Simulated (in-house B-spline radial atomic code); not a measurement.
Radial electron density of Ti8+, [Ne] 3s2 3p2. Method: scalar-relativistic (X2C) BLYP, spin-polarised, spherical fractional occupations, Fermi nucleus of rms radius 3.5921 fm. Calculated with an all-electron radial atomic-structure program (B-spline basis).

Columns: r (bohr), 4πr²n(r) (electrons per bohr), bar.

```
 0.00258   0.6533 #
 0.00307   0.8908 #
 0.00365    1.208 ##
 0.00434    1.633 ###
 0.00516    2.194 ####
 0.00614    2.933 #####
 0.00731    3.895 ######
  0.0087    5.123 ########
  0.0103    6.613 ###########
  0.0123    8.536 ##############
  0.0146    10.76 #################
  0.0174    13.37 #####################
  0.0207    16.23 ##########################
  0.0247    19.24 ###############################
  0.0293    21.99 ###################################
  0.0349    24.33 #######################################
  0.0415     25.8 #########################################
  0.0494    26.13 ##########################################
  0.0588    25.21 ########################################
  0.0699     23.3 #####################################
  0.0832    21.04 ##################################
   0.099    19.38 ###############################
   0.118    19.23 ###############################
    0.14    20.91 #################################
   0.167    23.95 ######################################
   0.198    26.72 ###########################################
   0.236    27.55 ############################################
   0.281    25.15 ########################################
   0.334    19.93 ################################
   0.397    13.67 ######################
   0.472    8.657 ##############
   0.562    6.181 ##########
   0.669     5.82 #########
   0.796      5.9 #########
   0.947    5.096 ########
    1.13    3.369 #####
    1.34    1.682 ###
    1.59   0.6053 #
     1.9   0.1416 
    2.26  0.02213 
    2.68 0.002132 
    3.19 0.0001068
```

On this grid the curve has 3 maxima, near 0.0494, 0.236, 0.796 bohr.

The 3s up radial function P(r) = rR(r), positive near the nucleus:

```json
{"r (bohr)": "0.000909", "P": "0.02639"}
{"r (bohr)": "0.00129", "P": "0.03647"}
{"r (bohr)": "0.00182", "P": "0.04999"}
{"r (bohr)": "0.00258", "P": "0.06851"}
{"r (bohr)": "0.00365", "P": "0.09313"}
{"r (bohr)": "0.00516", "P": "0.1253"}
{"r (bohr)": "0.00731", "P": "0.1667"}
{"r (bohr)": "0.0103", "P": "0.2163"}
{"r (bohr)": "0.0146", "P": "0.2736"}
{"r (bohr)": "0.0207", "P": "0.3303"}
{"r (bohr)": "0.0293", "P": "0.37"}
{"r (bohr)": "0.0415", "P": "0.3651"}
{"r (bohr)": "0.0588", "P": "0.2771"}
{"r (bohr)": "0.0832", "P": "0.07337"}
{"r (bohr)": "0.118", "P": "-0.2399"}
{"r (bohr)": "0.167", "P": "-0.5541"}
{"r (bohr)": "0.236", "P": "-0.6537"}
{"r (bohr)": "0.334", "P": "-0.3213"}
{"r (bohr)": "0.472", "P": "0.4033"}
{"r (bohr)": "0.669", "P": "1.077"}
{"r (bohr)": "0.947", "P": "1.138"}
{"r (bohr)": "1.34", "P": "0.6303"}
{"r (bohr)": "1.9", "P": "0.1674"}
{"r (bohr)": "2.68", "P": "0.01778"}
```
